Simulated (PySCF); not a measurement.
Job for PySCF: D3(BJ) and D4 dispersion corrections on GeH4 (SMILES [GeH4]).

```python
from pyscf import gto
from pyscf.dispersion import dftd3, dftd4

mol = gto.M(
    atom='''
    Ge    0.07552908    0.15567178   -0.01274647
    H     1.46085800    0.06768971    0.64440635
    H    -0.64646337   -1.19085611    0.12507569
    H     0.23999343    0.50411443   -1.50079458
    H    -0.74507799    1.25432418    0.67872790
    ''',
    basis='def2-svp',
    charge=0, spin=0, verbose=0, max_memory=1800)
d3, d4 = {}, {}
for xc in ['hf', 'pbe', 'blyp', 'revpbe', 'tpss', 'r2scan', 'b3lyp', 'pbe0', 'bhlyp', 'camb3lyp', 'b2plyp']:
    d3[xc] = float(dftd3.DFTD3Dispersion(mol, xc=xc, version='d3bj', atm=False).get_dispersion()['energy'])
    print(f'D3(BJ) {xc:10s} {d3[xc]:14.8f} Eh')
for xc in ['hf', 'pbe', 'blyp', 'revpbe', 'tpss', 'r2scan', 'b3lyp', 'pbe0', 'bhlyp', 'camb3lyp', 'b2plyp']:
    d4[xc] = float(dftd4.DFTD4Dispersion(mol, xc={'camb3lyp': 'cam-b3lyp'}.get(xc, xc), atm=True).get_dispersion()['energy'])
    print(f'D4     {xc:10s} {d4[xc]:14.8f} Eh')
```

It printed:

```
D3(BJ) hf            -0.01826469 Eh
D3(BJ) pbe           -0.00176424 Eh
D3(BJ) blyp          -0.00388638 Eh
D3(BJ) revpbe        -0.00458832 Eh
D3(BJ) tpss          -0.00220703 Eh
D3(BJ) r2scan        -0.00043832 Eh
D3(BJ) b3lyp         -0.00318129 Eh
D3(BJ) pbe0          -0.00149542 Eh
D3(BJ) bhlyp         -0.00255753 Eh
D3(BJ) camb3lyp      -0.00132930 Eh
D3(BJ) b2plyp        -0.00147861 Eh
D4     hf            -0.00633996 Eh
D4     pbe           -0.00157958 Eh
D4     blyp          -0.00363032 Eh
D4     revpbe        -0.00539851 Eh
D4     tpss          -0.00214022 Eh
D4     r2scan        -0.00035205 Eh
D4     b3lyp         -0.00257136 Eh
D4     pbe0          -0.00129559 Eh
D4     bhlyp         -0.00185840 Eh
D4     camb3lyp      -0.00128973 Eh
D4     b2plyp        -0.00108139 Eh
```

The run finished.

Cost: roughly 0.03 core-seconds.
